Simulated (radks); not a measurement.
Results of a calculation; reference values are marked as such.
Question: All-electron atom: Re XXXIX in [Kr] 4d1. Level of theory: Dirac Kohn-Sham, PBE, spin-unpolarised, spherical densities, point nucleus; open shells are shared between the two j in proportion to 2j + 1 (a radial shooting solver on a logarithmic mesh with Libxc functionals). Some entries of the table are withheld. Estimate them.

orbital,occ.,eigenvalue (hartree),<r^2> (bohr^2)
1s1/2,2,-2691.428,(1)
2s1/2,2,-517.2867,(2)
2p1/2,2,(3),0.004854
2p3/2,4,(4),0.006047
3s1/2,2,-165.1980,0.04346
3p1/2,2,-156.5933,(5)
3p3/2,4,-144.7857,(6)
3d3/2,4,-130.6197,0.03520
3d5/2,6,-128.0372,0.03684
4s1/2,2,(7),0.1778
4p1/2,2,-70.99739,0.1764
4p3/2,4,-67.32760,0.1957
4d3/2,0.4,(8),0.1877
4d5/2,0.6,(9),0.1931

Answer: 
(1) 1s1/2 <r^2> (bohr^2): 0.0004478
(2) 2s1/2 <r^2> (bohr^2): 0.006807
(3) 2p1/2 eigenvalue (hartree): -497.6273
(4) 2p3/2 eigenvalue (hartree): -444.6836
(5) 3p1/2 <r^2> (bohr^2): 0.03973
(6) 3p3/2 <r^2> (bohr^2): 0.04584
(7) 4s1/2 eigenvalue (hartree): -74.68740
(8) 4d3/2 eigenvalue (hartree): -61.41033
(9) 4d5/2 eigenvalue (hartree): -60.62256
